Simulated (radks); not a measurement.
Fractional charge and spin in the 6s shell of europium: the spin-up occupation runs from 0 to 1 and the spin-down occupation from 0 to 1; the fullest corner is Eu, [Xe] 4f(up 3.5, down 3.5) 6s(up 1, down 1). Method: scalar-relativistic Kohn-Sham, PBEsol, spin-polarised, spherical densities, point nucleus; computed with a radial shooting solver on a logarithmic mesh with Libxc functionals. Energy (eV) above the fullest corner. The planes named below are the two flat planes that join the four corners, with an edge along up + down = one added electron.

| down \ up | 0 | 0.25 | 0.5 | 0.75 | 1 |
|---|---|---|---|---|---|
| 0 | 17.167 | 13.865 | 10.875 | 8.191 | 5.814 |
| 0.25 | 13.865 | 10.939 | 8.310 | 5.979 | 3.948 |
| 0.5 | 10.875 | 8.310 | 6.036 | 4.052 | 2.359 |
| 0.75 | 8.191 | 5.979 | 4.052 | 2.407 | 1.044 |
| 1 | 5.814 | 3.948 | 2.359 | 1.044 | 0.000 |

Corners above the fullest one (they belong to Eu+ and the next ion): (up 1, down 0) 5.814 eV, (up 0, down 1) 5.814 eV, (up 0, down 0) 17.167 eV. With half an added electron in each spin the energy lies 0.222 eV from the planes, and with half an added electron in spin up alone -0.616 eV. The planes are only a guide here: the flat-plane condition holds for ground states with one frontier orbital, while this shell lies below other occupied shells, so the corners above the fullest one are inner-hole states and not the ground states of those ions.
